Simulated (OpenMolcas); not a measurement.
Computed levels of 5s² 5p in ions with 49 electrons, in cm-1 above ²P°_1/2.

```yaml
Program: OpenMolcas 26.06
Method: CASSCF
Basis: ANO-R2
Scalar_Hamiltonian: X2C, finite nucleus
Spin-orbit_coupling: RASSI with atomic mean-field integrals over the reference wave functions, term energies averaged over their components
```

Active space for each ion: 1 electron in 3 orbitals (5p).

```json
{"Level": "²P°_3/2", "In": "1877", "Sb2+": "5751", "Te3+": "8195", "I4+": "10965", "Xe5+": "14143"}
```

Q: Estimate ²P°_3/2 for Sn+ from its neighbours In and Sb2+.

A: ²P°_3/2 is fine structure, which grows about as the fourth power of a screened charge, so the fourth roots are averaged: ((1877^0.25 + 5751^0.25) / 2)^4 = 3416. The calculation gives 3669, so the estimate is off by -6.9 %; the measured value is 4251 (NIST Handbook of Basic Atomic Spectroscopic Data).

With one active electron the reference holds no correlation, so core polarisation is missing. Measured partners are found by configuration, term and J. A level has none where our copy of the source lacks it or the pairing is in doubt (some pairs that miss far off the trend of their configuration count as doubtful), and it then counts in no deviation. Levels of configurations outside the active space are missing.

° marks odd parity.
